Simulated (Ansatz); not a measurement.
Frontier orbitals of C3H5BO, SMILES `OCB1C=C1`.

```xyz
10

O     1.592    1.334    0.737
C     0.218    0.992    0.860
B    -0.266   -0.187   -0.025
C    -0.050   -1.188   -1.085
C    -1.265   -1.149   -0.512
H     1.907    0.989   -0.100
H     0.027    0.756    1.914
H    -0.413    1.870    0.645
H     0.465   -1.753   -1.850
H    -2.213   -1.664   -0.583
```

Total charge 0; spin multiplicity 1. The geometry is a stationary point of PBE0-D4/def2-TZVP. It is one conformer, not always the lowest. Basis def2-TZVPP, Ansatz 0.2.0.

Orbital energies of one run (eV). Highest occupied ones, from the top: -5.96, -6.73, -7.22, -8.38, -8.62, -10.35, -10.60, -12.27, -13.04, -13.85, -16.68, -20.64, -25.18, -176.72. Empty: -1.54, -0.32, 0.22, 0.74, 1.19, 1.90.

Question: Which functional gave them?
A. PBE
B. CAM-B3LYP
C. r2SCANh
D. r2SCAN

Answer: A. HOMO energies: PBE -5.96, r2SCANh -6.95, CAM-B3LYP -9.13, r2SCAN -6.32 eV.
